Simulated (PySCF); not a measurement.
**Oscillator strengths, rates and cross-sections**

Species: C4H7FS2.
Numbering: `[F:1][CH2:2][CH:3]1[S:4][CH2:5][CH2:6][S:7]1` (hydrogens: H8, H9 on C2; H10 on C3; H11, H12 on C5; H13, H14 on C6)

Method used: TDDFT CAM-B3LYP/def2-SVPD, vertical, gas phase, core orbitals frozen in the response in PySCF 2.14.0, density-fitted response routines. Geometry: PBE0-D3(BJ)/def2-SVP, one conformer, isolated molecule.

Computed singlets with f of 0.002 or more:

```csv
state,λ (nm),f
S2,235.1,0.0043
S3,192.4,0.056
S4,191.9,0.0056
S5,187.9,0.0039
S6,184.6,0.0074
```

Problem. Give A, τ, |μ| and ∫σ dE for each state.

Solution. A / s⁻¹ = 0.6670 f (ν̃ / cm⁻¹)² and τ = 1/A in vacuum; |μ| follows from f = (2/3) ΔE |μ|² (atomic units, 1 au = 2.5417 D); ∫σ dE = 109.76 f Mb·eV.

```
state  A (s⁻¹)       τ  |μ| (D)  ∫σ dE (Mb·eV)
   S2  5.2×10⁶  190 ns     0.46           0.47
   S3  1.0×10⁸   10 ns     1.51            6.1
   S4  1.0×10⁷   98 ns     0.48           0.62
   S5  7.3×10⁶  140 ns     0.39           0.42
   S6  1.5×10⁷   69 ns     0.54           0.82
```

Leading configurations: S2 H-1→L (40%); S3 H→L+1 (53%); S4 H-1→L+1 (41%); S5 H-1→L+1 (17%); S6 H→L+2 (44%) (H = HOMO, L = LUMO).

Only emission to the ground state at the vertical energy is counted.

Problem. Suppose S2 emitted 0.3 eV lower with the same transition dipole. How would A change?

Solution. At fixed |μ|, A goes as the cube of the energy: (4.97/5.27)³ = 0.84, which makes τ about 230 ns.

Problem. What is the integrated cross-section of all computed states together?

Solution. Σf = 0.077 over S1 to S6, so 109.76 × Σf ≈ 8.44 Mb·eV.

Problem. How much energy does a mole of photons resonant with S3 carry?

Solution. 6.443 eV × 96.485 = 622 kJ/mol (149 kcal/mol).

Cost: about 1.7 min of CPU time on one thread; the machine was shared, so the figure is rough.
